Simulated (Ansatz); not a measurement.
**Question.** Name a neutral molecule of B, C, F, O and H with HOMO energy (PBE/def2-TZVPP) between -7.30 and -7.00 eV and HOMO energy (B3LYP/def2-TZVPP) between -8.55 and -8.25 eV (Ansatz, PBE0-D4/def2-TZVP geometry).

**Answer.** `O[B-]1(O)OC(C(F)(F)F)=CC(C(F)(F)F)=[O+]1` (-7.16 eV, -8.49 eV). Other molecules can fit too; these were computed, each in one conformer that needn't be the lowest.

B3LYP here is the variant with VWN-RPA as its local correlation; programs differ in this.
